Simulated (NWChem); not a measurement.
Species: CH₅NOSi₂; SMILES O1[SiH2][SiH2]N=C1

```xyz
10

C      1.6018    -0.0550     0.0000
N      1.0441    -1.1942     0.0000
Si    -0.7205    -1.1946     0.0000
Si    -0.7385     1.1511     0.0000
O      0.9957     1.1494     0.0000
H      2.6984     0.0599     0.0000
H     -1.2700    -1.8595     1.2164
H     -1.2700    -1.8595    -1.2164
H     -1.1816     1.8869    -1.2179
H     -1.1816     1.8869     1.2179
```
Atoms are numbered in this order, from 1.

Program: NWChem. Coordinates come from a PBE0/def2-SVP optimisation. Level: PBE0/def2-SVP with SMD (1 M gas to 1 M solution), gas-phase geometry. Reactions with the solvent are ignored.

For solvent water:

* **cavity-dispersion-structure term (kcal/mol)**: 3.4
* **dipole in solution (D)**: 2.11

### Question
Estimate the same quantities for solvent toluene.

### Answer
The cavity-dispersion-structure term (kcal/mol) comes out as 0.0. The dipole in solution (D) comes out as 1.86.
